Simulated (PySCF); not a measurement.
A calculated (UHF, PySCF 2.14, def2-SVP, no relativity, point nucleus) atom or ion has these occupied shells.

| shell | electrons | orbital energy (eV) | rms radius, mean of both spins (bohr) |
| --- | --- | --- | --- |
| 1s α | 1 | -1343.6 | 0.152 |
| 1s β | 1 | -1343.4 | 0.152 |
| 2s α | 1 | -111.81 | 0.756 |
| 2s β | 1 | -111.36 | 0.756 |
| 2p α | 3 | -71.360 | 0.774 |
| 2p β | 3 | -71.196 | 0.774 |
| 3s α | 1 | -14.619 | 3.09 |

**Question.** Name the element and its charge.

**Answer.** Mg⁺ (magnesium, charge +1), in [Ne] 3s1, 2S determinant.
